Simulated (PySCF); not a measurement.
**Diatomics of S with group 14**

PBE0 with triple-zeta basis sets in PySCF, for the lowest determinant that a PBE0 search found; no spin–orbit coupling. De refers to high-spin ground-configuration atoms. A positive dipole means M(−)S(+).

| M | basis | state (unpaired electrons) | Re (Å) | ωe (cm⁻¹) | De (eV) | μ (D) |
| --- | --- | --- | --- | --- | --- | --- |
| C | x2c-TZVPPall | singlet (closed shell) | 1.529 | 1332 | 7.29 | 1.94 |
| Si | x2c-TZVPPall | singlet (closed shell) | 1.930 | 765 | 6.18 | -1.71 |
| Ge | def2-TZVPP | singlet (closed shell) | 2.014 | 593 | 5.66 | -2.21 |
| Sn | x2c-TZVPPall | singlet (closed shell) | 2.205 | 504 | 4.99 | -3.34 |
| Pb | def2-TZVPP | singlet (closed shell) | 2.282 | 454 | 4.62 | -4.15 |

The shortest bond is that of CS (1.529 Å), the longest that of PbS (2.282 Å).

The rows differ in basis set, which adds steps of its own.

Relativity is treated differently too: C spin-free X2C; Si spin-free X2C; Ge no relativity; Sn spin-free X2C; Pb scalar-relativistic core potentials.

Down a group bonds as a rule get longer and wavenumbers fall, partly through the reduced mass; this series shows no clear exception.

These are scalar-relativistic numbers at best; spin–orbit coupling would shift them, the dissociation energy most.
